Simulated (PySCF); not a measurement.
This script is equivalent to a calculation on Ne (neon, neutral).

```python
from pyscf import gto, scf, dft, mp, cc
import basis_set_exchange as bse
mol = gto.M(atom="Ne 0 0 0", charge=0, spin=0, symmetry="D2h",
            basis=gto.basis.parse(bse.get_basis("aug-cc-pVDZ", elements=["Ne"], fmt="nwchem")))
mf = dft.UKS(mol, xc="PBE_R,PBE")
mf.irrep_nelec = {'Ag': (2, 2), 'B1u': (1, 1), 'B2u': (1, 1), 'B3u': (1, 1)}
mf.kernel()
```

Q: What total energy does it give?

A: -128.883 hartree (calculated).

Q: Which occupied shell lies highest, and where?

A: 2p, at -13.302 eV.
